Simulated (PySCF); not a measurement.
BH2, SMILES [BH2], multiplicity 2. Geometry optimised at PBE-D3(BJ)/def2-TZVPD. The isomer is the one that the SMILES or the coordinates give; other isomers of the formula were not compared.

Calculation: PBE-D3(BJ)/def2-TZVPD (PySCF).

Harmonic wavenumbers (cm⁻¹): 944, 2523, 2695. Rotational constants (GHz): 1146, 213.3, 179.8; symmetry number 2.

**Question.** Work out the zero-point energy and the ideal-gas rigid-rotor harmonic-oscillator thermochemistry at 298.15 K and 1 atm.

**Answer.** ZPE = ½ Σ hcν = ½ × 6163 cm⁻¹ = 36.86 kJ/mol. H − E(el) = 46.90 kJ/mol. Entropy in J/(mol K): translation 140.57, rotation 47.24, vibration 0.49, spin 5.76, total 194.06. G − E(el) = -10.96 kJ/mol. Cp = 35.12 J/(mol K).
